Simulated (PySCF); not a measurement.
## Correlation energy of F⁺ (fluorine, charge +1)

[He] 2s2 2p4, high-spin 3P determinant. All numbers are calculated (PySCF 2.14, no relativity, point nucleus, in def2-TZVPPD). Frozen: nothing; 8 electrons correlated.

MP2 pair energies summed by pair of shells (mhartree):

| pair | energy | share (%) |
| --- | --- | --- |
| 2p-2p | -66.57 | 41.7 |
| 2s-2p | -64.82 | 40.7 |
| 1s-1s | -11.80 | 7.4 |
| 2s-2s | -9.74 | 6.1 |
| 1s-2p | -4.24 | 2.7 |
| 1s-2s | -2.29 | 1.4 |

Total MP2 correlation energy: -159.46 mhartree.

Same-spin part -36.07 and opposite-spin part -123.39 mhartree; SCS-MP2 scales them by 1/3 and 6/5 to -160.09 mhartree.

This basis was not built for core-valence correlation, so the inner-shell part is incomplete.
